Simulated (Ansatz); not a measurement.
```yaml
crystal:
  periodic: [false, false, false]
  atoms:
    - {symbol: C, position_ang: [-1.863762, 1.216563, 0.138983]}
    - {symbol: In, position_ang: [0.167642, 0.538952, -0.017675]}
    - {symbol: C, position_ang: [1.754755, 0.134904, 1.370871]}
    - {symbol: N, position_ang: [-0.142307, -1.612473, -0.997405]}
    - {symbol: Cl, position_ang: [1.086660, 1.158288, -2.172740]}
    - {symbol: H, position_ang: [-1.889840, 2.260094, 0.456278]}
    - {symbol: H, position_ang: [-2.345341, 1.144654, -0.837209]}
    - {symbol: H, position_ang: [-2.426263, 0.624437, 0.863433]}
    - {symbol: H, position_ang: [1.421689, -0.522524, 2.176306]}
    - {symbol: H, position_ang: [2.113165, 1.064940, 1.814627]}
    - {symbol: H, position_ang: [2.586467, -0.334033, 0.843195]}
    - {symbol: H, position_ang: [-1.102437, -1.919314, -1.099254]}
    - {symbol: H, position_ang: [0.394320, -2.368170, -0.588354]}
    - {symbol: H, position_ang: [0.232353, -1.415420, -1.922155]}
basis:
  gaussian: {orbitals: ANO-RCC-VTZP, point_charges: [{charge: 2.00, position_ang: [7.517, 0.786, -0.884]}]}
magnetization: {spin_polarized: true, initial_magnetization: 1}
hamiltonian: {xc: {name: CAM-B3LYP}, dispersion: d3bj}
accuracy: high
scf: {lower_state_search: light}
output: {forces: true}
```

```sh
$ ansatz run in.yaml --threads 4 --pin off --events-out ev --progress --plain --max-ram 11315MiB
```

(1) How does Ansatz answer? (An estimate is asked.)

Answers

(1) The calculation gave: The input was rejected before any iteration.
```
Error: a molecule whose nuclei and cores have a total charge of 94 cannot have a net charge of 0 together with 1 unpaired electrons
```
